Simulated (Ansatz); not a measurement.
Start from `[CH3][Ge]([F])([F])[F]` and change one atom or group to get `[CH3][Ge]([F])([F])[AlH2]`.

Ansatz, PBE0-D4/def2-TZVP geometries, multiplicity 1. 

Scalar relativity is left out up to krypton.

| property | `[CH3][Ge]([F])([F])[F]` |
| --- | --- |
| size of the dipole moment (ωB97M-V/def2-TZVPP) / D | 3.62 |
| LUMO energy (B3LYP/def2-TZVPP) / eV | -0.57 |
| HOMO energy (PBE0/def2-TZVPP) / eV | -10.52 |
| HOMO–LUMO gap (PBE/def2-TZVPP) / eV | 7.69 |
| size of the dipole moment (PBE/def2-TZVPP) / D | 3.51 |
| HOMO–LUMO gap (ωB97M-V/def2-TZVPP) / eV | 14.47 |

**Question.** Give the same properties after the change, and the shifts. (An estimate is asked.)

**Answer.** Ansatz gave: 
| property | `[CH3][Ge]([F])([F])[AlH2]` | shift |
| --- | --- | --- |
| size of the dipole moment (ωB97M-V/def2-TZVPP) / D | 3.39 | -0.23 |
| LUMO energy (B3LYP/def2-TZVPP) / eV | -2.78 | -2.21 |
| HOMO energy (PBE0/def2-TZVPP) / eV | -7.84 | 2.68 |
| HOMO–LUMO gap (PBE/def2-TZVPP) / eV | 3.31 | -4.38 |
| size of the dipole moment (PBE/def2-TZVPP) / D | 3.14 | -0.37 |
| HOMO–LUMO gap (ωB97M-V/def2-TZVPP) / eV | 8.94 | -5.53 |

With PBE0 the HOMO rises by 2.68 eV and the LUMO falls by 2.41 eV, so the gap narrows by about 5.09 eV. PBE moves the HOMO by 2.29 eV and ωB97M-V by 2.94 eV. Dipoles are sizes alone; their direction can turn.

B3LYP here is the variant with VWN-RPA as its local correlation; programs differ in this.
